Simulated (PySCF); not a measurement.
Computed Raman spectrum (relative Raman activity) of a molecule C₂H₆BFO₂. The structure is a stationary point at r2SCAN-D4/def2-SVP. One conformer was computed; it need not be the lowest. Method: r2SCAN-D4/def2-SVP (PySCF). No scaling factor is applied to the harmonic values.

ν (cm⁻¹): 393 (vw), 795 (w), 1055 (vw), 1097 (vw), 1199 (vw), 1225 (w), 1430 (w), 1445 (w), 1470 (w), 1472 (w), 3023 (vs), 3034 (vs), 3090 (s), 3115 (m), 3148 (s), 3792 (m) (against the strongest line: vs over 80 %, s over 45 %, m over 15 %, w over 4 %, vw less)

Question: Which structure fits?
A. C[C@@H](O)B(O)F
B. COCB(O)F
C. COB(F)OC
D. COB(O)CF

Answer: D, COB(O)CF
